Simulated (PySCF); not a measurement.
PySCF job for Se(SiH3)(OSiH3) (H6OSeSi2), SMILES [SiH3]O[Se][SiH3], C-PCM-M06-2X/def2-SVP. Geometry: PBE0-D3(BJ)/def2-SVP. The structure was generated by enumeration, and PubChem lists no compound with its InChIKey, so it may never have been made. The values are those of a single conformer.

```python
import numpy as np
from pyscf import gto, scf, dft
from pyscf.solvent import pcm

mol = gto.M(
    atom='''
    Se    0.13558700    0.20800820    0.90751533
    Si    1.68585524    1.07011770   -0.53841758
    H     2.76197480    0.07414156   -0.80409471
    H     2.23755230    2.26791608    0.16223374
    H     1.03407556    1.46196252   -1.82115569
    O    -0.34290486   -1.15704874   -0.21931640
    Si   -1.78047681   -0.98198778   -1.07793757
    H    -2.94451559   -0.84765970   -0.15198094
    H    -1.90657612   -2.22419092   -1.89016886
    H    -1.72452842    0.21812288   -1.96685182
    ''',
    basis='def2-SVP',
    charge=0,
    spin=0,
    max_memory=1600,
    verbose=3,
)
mf = dft.RKS(mol, xc='m06-2x').density_fit(auxbasis='def2-universal-jkfit')
mf.grids.level = 4
mf.conv_tol = 1e-9
mf.max_cycle = 100
mf.kernel()
res = {}
for name, eps in {'water': 78.355, 'ethanol': 24.852, 'N,N-dimethylformamide': 37.219}.items():
    s = mf.PCM()
    s.with_solvent.method, s.with_solvent.eps, s.with_solvent.lebedev_order = 'C-PCM', eps, 29
    s.kernel(mf.make_rdm1())
    res[name] = (s.e_tot, eps, s.dip_moment(), s.mo_energy, s.converged)
    print(f'{name}: electrostatic solvation free energy {(s.e_tot - mf.e_tot) * 627.509474:.3f} kcal/mol')
```

Log of the run:

```
converged SCF energy = -3058.79700038986

WARN: PCM is an experimental feature. It is still in testing.
Features and APIs may be changed in the future.

converged SCF energy = -3058.80056306451
Dipole moment(X, Y, Z, Debye):  0.46430,  1.84609, -0.73117
water: electrostatic solvation free energy -2.236 kcal/mol

WARN: PCM is an experimental feature. It is still in testing.
Features and APIs may be changed in the future.

converged SCF energy = -3058.80044896489
Dipole moment(X, Y, Z, Debye):  0.45861,  1.82771, -0.72459
ethanol: electrostatic solvation free energy -2.164 kcal/mol

WARN: PCM is an experimental feature. It is still in testing.
Features and APIs may be changed in the future.

converged SCF energy = -3058.80050435215
Dipole moment(X, Y, Z, Debye):  0.46136,  1.83661, -0.72778
N,N-dimethylformamide: electrostatic solvation free energy -2.199 kcal/mol
```

Self-consistency was reached.

Cost: about 3 core-minutes (a rough figure).
